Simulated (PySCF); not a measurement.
The same groups moved round the core (butadiene methyl+boryl). All species are isolated molecules in the gas phase. One relaxed conformer stands for each flexible species; it need not be the lowest. Strings in code marks are SMILES.

All values below come from TPSSh-D3(BJ)/def2-TZVP // CAM-B3LYP-D3(BJ)/def2-TZVP (PySCF). All candidates: neutral, multiplicity 1. Excitations are Tamm–Dancoff values on a coarser integration grid. The basis has no diffuse functions, so Rydberg states are missing or too high.

```
Quantity                                       Result
-------------------------------------------  --------
S1 excitation (TDA)                           4.88 eV
brightest of the four lowest singlets (TDA)   4.88 eV
HOMO                                         -6.52 eV
```

Question: Say which member has these values.
(A) `B/C=C(\C)C=C`
(B) `B/C(C)=C/C=C`
(C) `B/C(C=C)=C/C`
(D) `B/C(C)=C\C=C`

Answer: B, `B/C(C)=C/C=C`. The others give `B/C(C=C)=C/C`: 4.29 eV, 6.03 eV, -6.24 eV; `B/C=C(\C)C=C`: 4.87 eV, 4.93 eV, -6.68 eV; `B/C(C)=C\C=C`: 4.52 eV, 4.52 eV, -6.38 eV
